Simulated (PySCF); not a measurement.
Si(H)(Me)(OH)(OMe) (C2H8O2Si), SMILES CO[SiH](C)O. Heavy atoms are numbered as in [SiH:1]([CH3:2])([OH:3])[O:4][CH3:5]. Hydrogens are named by the atom that carries them.

Coordinates come from a ωB97X-D3(BJ)/def2-SVP optimisation. The values are those of a single conformer.

Calculation: PySCF with PBE/pcSseg-1.

GIAO shieldings, no solvent; atoms alike by connectivity are averaged. δ = σ(ref) − σ: ²⁹Si against TMS (σ = 335.4 ppm); ¹³C against TMS (σ = 182.0 ppm); ¹⁷O against H2O (σ = 334.3 ppm); ¹H against TMS (σ = 31.49 ppm), references at their B3LYP-D3(BJ)/def2-TZVP geometries, non-relativistic.

```tsv
nucleus	atoms	count	δ (ppm)
²⁹Si	Si1 (SiH)	1	-7.3
¹³C	C5 (CH3)	1	55.9
¹³C	C2 (CH3)	1	-0.9
¹⁷O	O3 (OH)	1	66.1
¹⁷O	O4	1	61.1
¹H	H on Si1	1	5.51
¹H	H on C5	3	4.03
¹H	H on O3	1	2.20
¹H	H on C2	3	0.47
```
